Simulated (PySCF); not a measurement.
PySCF input file for CH5F3Si2, SMILES F[SiH2]C[SiH](F)F, PBE/pcSseg-1. Geometry optimised at PBE-D3(BJ)/def2-SVP. The structure was generated by enumeration, and PubChem lists no compound with its InChIKey, so it may never have been made. One conformer was computed; it need not be the lowest.

```python
import numpy as np
from pyscf import gto, scf, dft
from pyscf.prop.nmr import rks as nmr

mol = gto.M(
    atom='''
    Si    1.77165476   -0.68862505   -0.19577336
    F     2.07457763    0.52591139    0.87282340
    C     0.20731614   -0.22477662   -1.13197554
    Si   -1.10068488    0.53008117   -0.03923957
    F    -2.57387141    0.30310947   -0.70415431
    F    -1.10795701   -0.27562296    1.38177712
    H     1.58181595   -1.96215075    0.56895074
    H     2.95155019   -0.78828608   -1.11756610
    H    -0.21416252   -1.13845705   -1.60585655
    H     0.44796367    0.49033405   -1.94746254
    H    -0.93938531    1.98625295    0.22995274
    ''',
    basis='pcSseg-1',
    charge=0,
    spin=0,
    max_memory=1600,
    verbose=3,
)
mf = dft.RKS(mol, xc='pbe')
mf.grids.level = 3
mf.conv_tol = 1e-10
mf.max_cycle = 100
mf.kernel()
n = nmr.NMR(mf)
n.verbose = 2
n.max_cycle_cphf = 60
sigma = n.kernel()
print('atom   isotropic/ppm   span/ppm')
for i, s in enumerate(sigma):
    w = np.linalg.eigvalsh((s + s.T) / 2)
    print(f'{mol.atom_symbol(i):2s}{i + 1:3d} {w.mean():14.3f} {w[2] - w[0]:11.3f}')
```

Output:

```
converged SCF energy = -919.143511182541
atom   isotropic/ppm   span/ppm
Si  1        322.158     130.336
F   2        373.893      62.462
C   3        172.377      41.538
Si  4        332.105      84.731
F   5        294.201     138.286
F   6        302.965     140.015
H   7         25.571       7.035
H   8         25.516       8.230
H   9         30.677      10.173
H  10         30.197       9.692
H  11         25.643       9.107
```

The run converged.

Cost: about 30 core-seconds (a rough figure).
